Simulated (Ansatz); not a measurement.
Steps of a relaxation of BH$_{7}$SiSn, SMILES `[BH2][SnH2][SiH3]` with RKS PBE-D4/def2-SVP.

```sh
$ ansatz run in.yaml --threads 2 --pin off --events-out ev --progress --plain --max-ram 4352MiB
```

```yaml
crystal:
  periodic: [false, false, false]
  atoms:
    - {symbol: B, position_ang: [-1.624400, 0.477400, -1.216900]}
    - {symbol: Sn, position_ang: [0.322000, 0.812500, -0.316300]}
    - {symbol: Si, position_ang: [0.880700, -1.212900, 1.031800]}
    - {symbol: H, position_ang: [-2.457700, 0.112200, -0.539500]}
    - {symbol: H, position_ang: [-2.000000, 1.269000, -2.093700]}
    - {symbol: H, position_ang: [0.292000, 2.240300, 0.721600]}
    - {symbol: H, position_ang: [1.545400, 1.042900, -1.572800]}
    - {symbol: H, position_ang: [0.977600, -2.379900, 0.165400]}
    - {symbol: H, position_ang: [2.240500, -1.009800, 1.701300]}
    - {symbol: H, position_ang: [-0.093000, -1.402900, 2.122100]}
basis:
  gaussian: {orbitals: def2-SVP}
hamiltonian: {xc: pbe, dispersion: d4}
relax: {f_tol: 0.03, max_steps: 200}
```

Positions (Å) and forces (eV/Å) along the path, 14 of 22 steps:

```xyz
10
step=1 energy=-14488.2319 eV
B    -1.624    0.477   -1.217    0.174    2.646   -1.093
Sn    0.322    0.812   -0.316    1.091    0.455   -0.474
Si    0.881   -1.213    1.032    1.212    0.498    0.872
H    -2.458    0.112   -0.539   -1.652   -1.407    1.050
H    -2.000    1.269   -2.094    0.218   -0.801   -0.180
H     0.292    2.240    0.722   -0.088   -0.307   -0.296
H     1.545    1.043   -1.573   -0.181    0.051    0.394
H     0.978   -2.380    0.165   -0.045   -0.784   -0.480
H     2.240   -1.010    1.701   -0.269   -0.161   -0.126
H    -0.093   -1.403    2.122   -0.460   -0.191    0.332
10
step=4 energy=-14488.7617 eV
B    -1.745    0.682   -1.190   -0.062    0.020   -0.059
Sn    0.347    0.833   -0.351   -0.006    0.008    0.016
Si    0.971   -1.229    1.088    0.014    0.007   -0.020
H    -2.594    0.044   -0.596    0.023    0.026    0.008
H    -2.066    1.245   -2.222    0.052   -0.040    0.038
H     0.363    2.227    0.690    0.008   -0.021    0.013
H     1.565    1.129   -1.549   -0.019   -0.005    0.006
H     1.010   -2.461    0.223    0.005   -0.015   -0.001
H     2.311   -1.084    1.762   -0.010    0.018   -0.012
H    -0.079   -1.436    2.147   -0.004    0.002    0.011
10
step=6 energy=-14488.7696 eV rejected
B    -1.762    0.704   -1.209   -0.263   -0.038   -0.173
Sn    0.307    0.842   -0.321   -0.013    0.139   -0.092
Si    0.973   -1.242    1.044    0.089   -0.127    0.155
H    -2.700    0.395   -0.467    0.265    0.140   -0.328
H    -1.952    0.922   -2.414    0.003   -0.125    0.521
H     0.333    2.147    0.830    0.006   -0.033   -0.028
H     1.545    1.176   -1.491   -0.019    0.002    0.041
H     1.043   -2.490    0.202   -0.027    0.037   -0.019
H     2.326   -1.036    1.682   -0.048    0.006   -0.037
H    -0.030   -1.469    2.148    0.006    0.000   -0.040
10
step=7 energy=-14488.7792 eV
B    -1.754    0.694   -1.203   -0.007    0.007   -0.001
Sn    0.321    0.845   -0.331   -0.030    0.036   -0.041
Si    0.972   -1.238    1.059    0.027   -0.044    0.044
H    -2.667    0.302   -0.500    0.012    0.028   -0.016
H    -1.989    0.998   -2.358    0.017   -0.038    0.033
H     0.343    2.172    0.791    0.004   -0.007   -0.001
H     1.556    1.165   -1.505   -0.004    0.008    0.014
H     1.029   -2.474    0.200   -0.008    0.007   -0.008
H     2.320   -1.053    1.706   -0.009    0.007   -0.013
H    -0.048   -1.462    2.144   -0.001   -0.002   -0.011
10
step=8 energy=-14488.7839 eV
B    -1.754    0.696   -1.199   -0.055   -0.026   -0.073
Sn    0.316    0.855   -0.326   -0.009    0.022    0.001
Si    0.971   -1.242    1.052    0.001   -0.001    0.000
H    -2.682    0.376   -0.476    0.050    0.052   -0.055
H    -1.967    0.906   -2.383    0.013   -0.043    0.129
H     0.341    2.168    0.811    0.005   -0.004    0.005
H     1.557    1.183   -1.490    0.000    0.003    0.004
H     1.026   -2.471    0.184   -0.002    0.001   -0.007
H     2.321   -1.051    1.692    0.000    0.000   -0.003
H    -0.047   -1.472    2.137   -0.001   -0.003   -0.001
10
step=10 energy=-14488.7879 eV
B    -1.751    0.691   -1.196   -0.038   -0.017   -0.049
Sn    0.315    0.867   -0.320   -0.009    0.017    0.001
Si    0.969   -1.241    1.045   -0.004   -0.007    0.000
H    -2.688    0.428   -0.464    0.037    0.038   -0.037
H    -1.954    0.833   -2.390    0.010   -0.034    0.088
H     0.343    2.171    0.828    0.003   -0.002    0.006
H     1.559    1.195   -1.480    0.001    0.003    0.003
H     1.020   -2.464    0.168   -0.002    0.003   -0.006
H     2.319   -1.055    1.684    0.003    0.001   -0.003
H    -0.048   -1.476    2.130    0.000   -0.002   -0.002
10
step=11 energy=-14488.7915 eV
B    -1.747    0.680   -1.195   -0.038    0.050   -0.013
Sn    0.314    0.880   -0.314    0.000   -0.008    0.001
Si    0.965   -1.239    1.037   -0.001   -0.001   -0.005
H    -2.693    0.482   -0.455    0.029    0.007   -0.028
H    -1.941    0.760   -2.394    0.012   -0.049    0.047
H     0.345    2.173    0.844   -0.005   -0.001    0.003
H     1.560    1.209   -1.471    0.002    0.002    0.004
H     1.013   -2.456    0.151   -0.002    0.003   -0.003
H     2.317   -1.058    1.674    0.002   -0.002   -0.002
H    -0.050   -1.481    2.123    0.001   -0.002   -0.004
10
step=13 energy=-14488.8026 eV
B    -1.732    0.664   -1.175   -0.034    0.013   -0.031
Sn    0.312    0.931   -0.289    0.003    0.002    0.006
Si    0.947   -1.231    1.005    0.020   -0.016    0.016
H    -2.703    0.647   -0.443    0.017    0.009   -0.012
H    -1.890    0.488   -2.368    0.008   -0.021    0.036
H     0.355    2.197    0.894    0.000    0.002    0.004
H     1.568    1.250   -1.438    0.001    0.003    0.000
H     0.983   -2.424    0.087   -0.004    0.005   -0.006
H     2.304   -1.077    1.640   -0.008    0.002   -0.008
H    -0.062   -1.496    2.090   -0.002    0.000   -0.006
10
step=14 energy=-14488.8064 eV
B    -1.732    0.662   -1.170    0.022    0.004    0.008
Sn    0.308    0.947   -0.274   -0.023   -0.001   -0.008
Si    0.946   -1.232    0.995    0.005   -0.003    0.003
H    -2.717    0.742   -0.463   -0.001    0.009   -0.003
H    -1.868    0.366   -2.341    0.002   -0.012    0.005
H     0.357    2.207    0.914    0.001    0.000    0.000
H     1.565    1.262   -1.423   -0.001    0.002    0.003
H     0.979   -2.410    0.058   -0.002    0.003   -0.002
H     2.305   -1.083    1.628   -0.004    0.000   -0.004
H    -0.061   -1.512    2.079    0.001   -0.001   -0.004
10
step=15 energy=-14488.8017 eV rejected
B    -1.727    0.655   -1.159   -0.208   -0.077   -0.173
Sn    0.301    0.972   -0.251   -0.009   -0.014   -0.008
Si    0.942   -1.232    0.978   -0.003    0.001   -0.002
H    -2.735    0.886   -0.494    0.229   -0.079   -0.213
H    -1.831    0.180   -2.294   -0.010    0.162    0.397
H     0.358    2.226    0.942   -0.001    0.001   -0.002
H     1.560    1.279   -1.401   -0.002    0.000    0.002
H     0.972   -2.388    0.014   -0.001    0.009    0.003
H     2.303   -1.092    1.606    0.002   -0.003    0.002
H    -0.059   -1.537    2.061    0.003    0.000   -0.005
10
step=16 energy=-14488.8077 eV
B    -1.729    0.660   -1.166   -0.001   -0.005    0.032
Sn    0.305    0.955   -0.266   -0.013    0.008   -0.005
Si    0.945   -1.232    0.990   -0.001   -0.002    0.000
H    -2.722    0.789   -0.475    0.017    0.007   -0.021
H    -1.854    0.301   -2.320   -0.004   -0.006   -0.004
H     0.357    2.215    0.922    0.000   -0.002    0.001
H     1.563    1.268   -1.415    0.000   -0.001    0.001
H     0.975   -2.401    0.042    0.000    0.003    0.000
H     2.304   -1.087    1.620   -0.001   -0.001   -0.002
H    -0.061   -1.521    2.072    0.002   -0.001   -0.002
10
step=18 energy=-14488.8083 eV
B    -1.727    0.661   -1.164   -0.009   -0.040   -0.008
Sn    0.303    0.962   -0.261   -0.001    0.011   -0.003
Si    0.943   -1.231    0.986   -0.003   -0.006    0.000
H    -2.724    0.821   -0.486    0.007    0.012   -0.016
H    -1.847    0.257   -2.305    0.001    0.017    0.029
H     0.357    2.220    0.929    0.002    0.000    0.001
H     1.561    1.271   -1.410    0.002    0.000    0.002
H     0.974   -2.395    0.032   -0.001    0.003   -0.001
H     2.303   -1.090    1.615    0.001    0.002   -0.001
H    -0.061   -1.527    2.068    0.000    0.001   -0.002
10
step=20 energy=-14488.8086 eV
B    -1.727    0.657   -1.161   -0.005   -0.013   -0.004
Sn    0.303    0.965   -0.258   -0.001    0.003    0.000
Si    0.943   -1.231    0.983   -0.001   -0.001   -0.001
H    -2.726    0.839   -0.493    0.005    0.005   -0.008
H    -1.843    0.236   -2.296    0.001    0.004    0.014
H     0.358    2.223    0.932    0.001    0.000    0.001
H     1.560    1.273   -1.408    0.001    0.000    0.001
H     0.972   -2.392    0.025    0.000    0.001   -0.001
H     2.303   -1.091    1.613    0.000    0.000   -0.001
H    -0.061   -1.530    2.065    0.000    0.000   -0.001
10
step=22 energy=-14488.8089 eV
B    -1.725    0.653   -1.157   -0.019    0.003   -0.009
Sn    0.301    0.973   -0.250    0.002   -0.004    0.003
Si    0.942   -1.230    0.978    0.001    0.002    0.000
H    -2.730    0.882   -0.511    0.017   -0.006   -0.012
H    -1.833    0.180   -2.272    0.000    0.006    0.020
H     0.359    2.230    0.939    0.000    0.001    0.000
H     1.558    1.278   -1.401    0.000    0.000   -0.001
H     0.970   -2.383    0.010    0.000    0.000    0.000
H     2.303   -1.095    1.608    0.000   -0.001    0.000
H    -0.061   -1.539    2.058    0.000   -0.001    0.000
```

Run time 29 s (2 threads of an Arm Neoverse V2 on a shared host); peak host memory 0.13 GiB.
